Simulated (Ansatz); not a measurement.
Breaking the Cd1–H2 bond in BrCdH (SMILES [Br][CdH]) (multiplicity 1 held, fragments rigid). Energies count from the point at 1.659 Å.
Geometry at that point (charge 0, multiplicity 1):
```xyz
3

Cd     0.00000     0.00000    -0.99780
H      0.00000     0.00000    -2.65643
Br     0.00000     0.00000     1.44431
```

Signs of static correlation in def2-TZVPP, with CASSCF(2,2), from Ansatz (an electronic-structure program) runs.

```csv
R (Å),T1 of restricted CCSD,⟨S²⟩ of UHF,largest double amplitude of restricted CCSD,weight of the CASSCF reference in MRCISD,CASSCF natural occupations
1.327,0.013,0.000,0.031,0.895,1.98 0.02
1.493,0.013,0.000,0.035,0.895,1.98 0.02
1.659,0.014,0.000,0.046,0.896,1.97 0.03
1.824,0.015,0.000,0.063,0.896,1.96 0.04
1.990,0.017,0.000,0.085,0.896,1.94 0.06
2.239,0.020,0.000,0.127,0.897,1.91 0.09
2.488,0.024,0.435,0.181,0.897,1.86 0.14
2.903,0.034,0.792,0.298,0.898,1.72 0.28
3.317,(withheld),0.926,0.443,0.898,1.54 0.46
3.815,(withheld),0.981,0.620,0.898,1.33 0.67
4.478,0.075,1.001,0.797,0.898,1.15 0.85
5.308,0.077,1.006,0.903,0.898,1.05 0.95
```

Task: Complete the blanks.

Result: 
- 3.317, T1 of restricted CCSD: 0.047
- 3.815, T1 of restricted CCSD: 0.063

Doubts at one or more of the structures used: a restricted determinant that unrestricted orbitals would lower (R-CCSD(T)/def2-TZVPP); other coupled-cluster roots lie near (R-CCSD(T)/def2-TZVPP); T1 above 0.05 (R-CCSD(T)/def2-TZVPP, U-CCSD(T)/def2-TZVPP); a spin-contaminated determinant (U-CCSD(T)/def2-TZVPP).
